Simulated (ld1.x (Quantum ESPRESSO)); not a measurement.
**Pseudopotential generation for hafnium: ultrasoft, LDA (PZ), fully relativistic.**

ld1.x (Quantum ESPRESSO) 7.5 input, shortened:

```
&input
   title='Hf', zed=72., rel=2, dft='PZ', iswitch=3,
   config='[Xe] 4f14 5d2 6s1.5 6p0', rel_dist='average'
 /
 &inputp
   pseudotype=3, tm=.true., lloc=-1, rcloc=2.30,
   nlcc=.true., rcore=1.40,
   which_augfun='PSQ', rmatch_augfun_nc=.true.
 /
6
5S  1  0   2.00   0.00  1.60  2.00  0.0
6S  2  0   1.50   0.00  1.60  2.00  0.0
5P  2  1   6.00   0.00  2.10  2.60  0.0
6P  3  1   0.00   0.00  2.10  2.60  0.0
5D  3  2   2.00   0.00  2.50  3.30  0.0
5D  3  2   0.00   0.25  2.50  3.30  0.0
 &test
   configts(1)='5s2 5p6 5d2 6s1.5 6p0'
 /
```

Open shells are filled in proportion to 2j + 1 (rel_dist='average').

All-electron outer shells of the reference configuration (LDA (PZ), scalar-relativistic, ld1.x):

```json
{"shell": "5s", "level (eV)": "-70.51", "outermost node (bohr)": "0.55", "outermost maximum (bohr)": "1.01"}
{"shell": "5p", "level (eV)": "-39.06", "outermost node (bohr)": "0.60", "outermost maximum (bohr)": "1.16"}
{"shell": "4f", "level (eV)": "-20.38", "outermost node (bohr)": "–", "outermost maximum (bohr)": "0.45"}
{"shell": "6s", "level (eV)": "-8.17", "outermost node (bohr)": "1.36", "outermost maximum (bohr)": "2.82"}
{"shell": "5d", "level (eV)": "-6.04", "outermost node (bohr)": "0.67", "outermost maximum (bohr)": "1.69"}
{"shell": "6p", "level (eV)": "-3.89", "outermost node (bohr)": "1.65", "outermost maximum (bohr)": "3.80"}
```

What the tests gave:

```
Configuration tests                       : test run stopped at test 1 of 7 (negative rho)
Lowest eigenvalue of the overlap operator : -0.74 (s channel); it is negative, so in a basis up to 400 Ry S is not positive definite and the file is unfit for use
Density cutoff estimated by the generator : 139 Ry
```

The ghost test of this file was not conclusive. Its overlap operator is not positive definite in a basis up to 400 Ry (lowest eigenvalue s -0.74, p3/2 -0.55, d3/2 -0.27, d5/2 -0.20), so the file is unfit for use: the generalised eigenproblem breaks down once the basis is large enough, and its test numbers describe a broken file.

Generation and tests took about 2.7 s on one core of a shared server CPU.
